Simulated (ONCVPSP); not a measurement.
tellurium (Te): one change to an ONCV potential, before and after

* Element: Te
* Generator: ONCVPSP 4.0.1
* Type: optimised norm-conserving Vanderbilt (ONCV)
* Functional: LDA (Perdew-Wang 92)
* Relativity: scalar-relativistic
* Frozen core: [Ar] 3d10
* Valence charge: 24
* Reference configuration: 4s2 4p6 4d10 5s2 5p4
* Partial waves: 4s+5s: rc 1.30 bohr, ncon 5, nbas 9, qcut 7.8 1/bohr, 2 projectors; 4p+5p: rc 1.15 bohr, ncon 4, nbas 7, qcut 13.1 1/bohr, 2 projectors; 4d: rc 0.90 bohr, ncon 4, nbas 7, qcut 9.2 1/bohr, local
* Local potential: the d channel
* Core correction: Teter function, fcfact 4.25, rcfact 1.35

Change: p: rc 0.98.

Cutoffs: the cutoffs (Ha) at which the residual kinetic energy of the hardest occupied pseudo-wave falls to 1 and 0.1 mHa per electron; they do not see the model core or the augmentation charge, which bear on the density cutoff. Errors are all-electron minus pseudo energies relative to the spin-unpolarised reference configuration.

Task: How do hardness, ghosts and transferability respond?

Result: The potential gets neither clearly harder nor softer (95 Ha and 198 Ha → 95 Ha and 198 Ha); the d channel sets the loose cutoff, while the largest relative change is in p, which becomes harder; of the 4 tests that both files solve, the error grows in 1 and shrinks in 0 by more than 15 % and 0.3 meV (median size 3.7 → 3.4 meV); neither file shows a bound ghost.

```tsv
quantity	base	changed
cutoff, loose	95 Ha	95 Ha
cutoff, tight	198 Ha	198 Ha
loose cutoff by channel	s 42 Ha, p 56 Ha, d 95 Ha	s 42 Ha, p 68 Ha, d 95 Ha
bound ghosts	none	none
GHOST(+) flags under 300 eV	none	none
error for 4s2 4p6 4d10 5s2 5p3, meV [ΔE 9.91 eV]	-1.8	-1.6
error for 4s2 4p6 4d10 5s2 5p2, meV [ΔE 28.08 eV]	-5.5	-5.0
error for 4s2 4p6 4d10 5s2 5p1, meV [ΔE 55.31 eV]	-11	-10
error for 4s2 4p6 4d9 5s2 5p5, meV [ΔE 38.16 eV]	-0.3	-1.9
s: phases at 1.32 bohr within 0.05 rad from the reference energy up to (Ha; the scan ends near 5)	to the end of the scan	to the end of the scan
d: phases at 0.91 bohr within 0.05 rad from the reference energy up to (Ha; the scan ends near 5)	to the end of the scan	to the end of the scan
rms error of d²Exc/dni dnj with the model core, mHa	0.60	0.69
```
